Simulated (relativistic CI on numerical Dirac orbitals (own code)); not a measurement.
**Calculated levels, Sn⁴⁵⁺**

Calculated at this level of theory: Dirac-Coulomb-Breit CI, KLI orbitals optimised for each configuration, model QED, unscaled Slater integrals (own radial code, finite nucleus).

Configurations in the expansion (outside the closed core 1s2): 2s²2p, 2s2p², 2p³, 2p²3s, 2p²3p, 2p²3d, 2s²3s, 2s²3p, 2s²3d, 2s2p3s, 2s2p3p, 2s2p3d, 2s²4s, 2s²4p, 2s²4d, 2s²4f. Levels of other configurations are missing.

The lowest level is 2s²2p ²P°1/2, with 100 % of that term; Hund's rules for 2s²2p give ²P° with J = 1/2, in agreement.

```
No.  Configuration  Term    J   E (eV)    %  jj configuration (%)
  1          2s²2p   ²P°  1/2     0.00  100           2p1/2 (100)
  2      2s2p²(3P)    ⁴P  1/2   145.32   62       2s 2p1/2^2 (97)
  3          2s²2p   ²P°  3/2   255.77   98            2p3/2 (98)
  4      2s2p²(3P)    ⁴P  3/2   357.10   93   2s 2p1/2 2p3/2 (99)
  5      2s2p²(1D)    ²D  5/2   386.71   54   2s 2p1/2 2p3/2 (98)
  6      2s2p²(1D)    ²D  3/2   433.40   68   2s 2p1/2 2p3/2 (99)
  7      2s2p²(3P)    ²P  1/2   434.97   72   2s 2p1/2 2p3/2 (96)
  8            2p³   ²P°  3/2   591.14   44            2p3/2 (98)
  9      2s2p²(3P)    ⁴P  5/2   631.59   54       2s 2p3/2^2 (98)
 10      2s2p²(1S)    ²S  1/2   699.60   70       2s 2p3/2^2 (98)
 11      2s2p²(3P)    ²P  3/2   700.91   67       2s 2p3/2^2 (98)
 12            2p³   ⁴S°  3/2   818.15   53    2p1/2 2p3/2^2 (99)
 13            2p³   ²D°  5/2   837.12  100   2p1/2 2p3/2^2 (100)
 14            2p³   ²P°  1/2   872.65  100   2p1/2 2p3/2^2 (100)
 15            2p³   ²P°  3/2  1105.13   54          2p3/2^3 (99)
 16          2s²3s    ²S  1/2  4362.19   97               3s (97)
 17          2s²3p   ²P°  1/2  4413.36   95            3p1/2 (95)
 18         2s2p3s   ⁴P°  1/2  4461.99   87      2s 2p1/2 3s (98)
 19         2s2p3s   ⁴P°  3/2  4473.57   45      2s 2p1/2 3s (70)
 20          2s²3p   ²P°  3/2  4495.51   69            3p3/2 (69)
 21         2s2p3s   ²P°  1/2  4497.54   94      2s 2p1/2 3s (97)
 22         2s2p3p    ⁴D  1/2  4505.25   73   2s 2p1/2 3p1/2 (99)
 23         2s2p3p    ⁴D  3/2  4520.70   34   2s 2p1/2 3p1/2 (75)
 24          2s²3d    ²D  3/2  4532.20   74            3d3/2 (74)
 25         2s2p3p    ⁴P  1/2  4548.33   52   2s 2p1/2 3p1/2 (98)
 26          2s²3d    ²D  5/2  4550.82   97            3d5/2 (97)
 27         2s2p3p    ⁴P  3/2  4588.77   30   2s 2p1/2 3p3/2 (99)
 28         2s2p3p    ²P  1/2  4602.84   40   2s 2p1/2 3p3/2 (84)
 29         2s2p3p    ⁴D  5/2  4608.29   51   2s 2p1/2 3p3/2 (96)
 30         2s2p3p    ²D  3/2  4611.46   47   2s 2p1/2 3p3/2 (98)
```

Energies count from the lowest computed level; ° marks odd parity. Percentages are summed over parent terms; the parents shown are those of the largest component, closed shells are left out there. Filled j subshells are mostly left out of the jj labels.

The mean weight of the leading LS term, summed over parents, in these 30 levels is 69 %, and that of the leading jj configuration (from the same eigenvectors) 94 %, so jj coupling describes them better and the LS labels are nominal.

At this charge energies of transitions that change n are usually good to better than 1 %, and those within a shell (Δn = 0) to a few per cent.

LS names give the leading component of a level, which can be under half, so a name can repeat, a term be missing and a line seem to break the LS rules.
